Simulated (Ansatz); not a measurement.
The cluster Be2Se2⁺. Charge 1, multiplicity 2. Geometry r2SCAN-D4/def2-TZVP; atoms count from 1.

Cartesian coordinates in Å:
```
Be 0.641 0.211 -0.808
Be -0.641 -0.211 0.808
Se 0.989 1.050 1.060
Se -0.989 -1.050 -1.060
```

The structure comes from a short search, and lower isomers may exist.

Q: Estimate the Mulliken populations from the PBE0/def2-TZVP orbitals of Ansatz.

A: 
```csv
atom,charge (e),spin (α − β)
Be1,0.25,-0.10
Be2,0.25,-0.10
Se3,0.25,0.60
Se4,0.25,0.60
```
Mulliken values and Mayer orders depend strongly on the basis.

Q: Where does the spin sit?

A: Summed by element: Be -0.20, Se 1.20, of 1 unpaired in all. Largest on single atoms: Se3 0.60, Se4 0.60, Be1 -0.10.

Q: And the Mayer bond orders between bonded heavy atoms (over 0.3)?

A: Be1–Be2 0.34 (2.11 Å); Be1–Se3 1.12 (2.08 Å); Be1–Se4 1.12 (2.08 Å); Be2–Se3 1.12 (2.08 Å); Be2–Se4 1.12 (2.08 Å).
